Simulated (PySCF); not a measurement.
A GIAO shielding run with PySCF 2.14.0 with density-fitted response routines (density fitting, non-relativistic, gas phase) on `[C@@H]1(OC)CO[Si@@H](Cl)O1`, C3H7ClO3Si:

```
$ OMP_NUM_THREADS=1 python probes_run.py task.json out

{"job": {"kind": "nmr", "xc": "PBE0", "basis": "pcSseg-1"}, "charge": 0, "multiplicity": 1}
C      2.050416     1.052717    -0.181732
O      1.098993     0.127675    -0.675583
C      0.323246    -0.463685     0.309077
C     -0.586810    -1.500637    -0.389442
O     -1.893618    -1.007244    -0.401423
Si    -2.005024     0.458238     0.310399
Cl    -3.350338     0.510190     1.762158
O     -0.495028     0.464802     0.949944
H      1.560403     1.863092     0.363569
H      2.567491     1.446414    -1.053282
H      2.763542     0.551330     0.481915
H      0.962936    -0.917488     1.084840
H     -0.235466    -1.629250    -1.415204
H     -0.576285    -2.459284     0.133806
H     -2.188873     1.511120    -0.667886
```

Hardware: 1 thread of an Arm Neoverse N1, shared host. The job also computes population analyses, field gradients, ring-centre shieldings.

Task: How large is the calculation?

Result: 80 electrons, 185 basis functions and 1008 auxiliary functions.

Task: How long does it take, and how much memory does it need?

Result: 54 s of wall time, with 14 SCF cycles and 4 response iterations; peak memory 0.83 GiB. Times on a shared host scatter by some tens of per cent.
